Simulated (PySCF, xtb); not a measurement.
Ga(H)(F)(Et) (C₂H₆FGa), SMILES C[CH2][GaH][F]. The values are those of a single conformer.

Harmonic wavenumbers (cm⁻¹) from GFN2-xTB run with xtb 6.7.1 at its own minimum, in rising order: 39, 73, 175, 203, 320, 448, 473, 513, 630, 919, 977, 1047, 1182, 1202, 1405, 1435, 1488, 1489, 1597, 2902, 2912, 2999, 3001, 3008.

**Question.** What does PBE0-D3(BJ)/def2-SVP (PySCF 2.14.0) give at its own minimum? (The exact figures need the calculation; the answer reports its results.)

**Answer.** 28, 118, 200, 263, 413, 552, 635, 645, 691, 941, 969, 1064, 1224, 1241, 1397, 1426, 1470, 1479, 1991, 3047, 3058, 3108, 3132, 3141. Paired by order, the mean absolute difference is 80 cm⁻¹ and the zero-point energies are 43.5 and 46.1 kcal/mol.
